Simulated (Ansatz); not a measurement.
**Worked example: C2H7N + Si3H8O → CH7NSi + CH8OSi2**

Species: C2H7N `CNC`, singlet; Si3H8O `[SiH3]O[SiH2][SiH3]`, singlet; CH7NSi `CN[SiH3]`, singlet; CH8OSi2 `C[SiH2]O[SiH3]`, singlet. The partners trade CH3 for SiH3: N–CH3 and Si–SiH3 bonds give way to N–SiH3 and Si–CH3.

Shapes, held fixed at every level: PBE0-D4/def2-TZVP. Flexible molecules stand in one conformer, not always the lowest. Programs: Ansatz 0.2.0. Electronic energies: no zero-point or thermal term.

At CCSD(T)/CBS estimate; 1 Eh = 2625.50 kJ/mol:

| species | energy (Eh) |
| --- | --- |
| C2H7N | -135.003207 |
| Si3H8O | -947.287992 |
| CH7NSi | -386.049483 |
| CH8OSi2 | -696.289882 |

**Question.** Work out ΔE of the reaction at this level.

**Answer.** 
1. Products less reactants: (-386.049483) + (-696.289882) − [(-135.003207) + (-947.287992)] = -0.048166 Eh = -126.5 kJ/mol.

Other levels give -136.1 (MP2/def2-TZVPP) to -111.7 kJ/mol (PBE0-D4/def2-TZVPP). No measured value is set beside it here. The CBS estimate extrapolates MP2 from def2-TZVPP and def2-QZVPP and adds CCSD(T) − MP2 in the triple-zeta set, cores frozen.
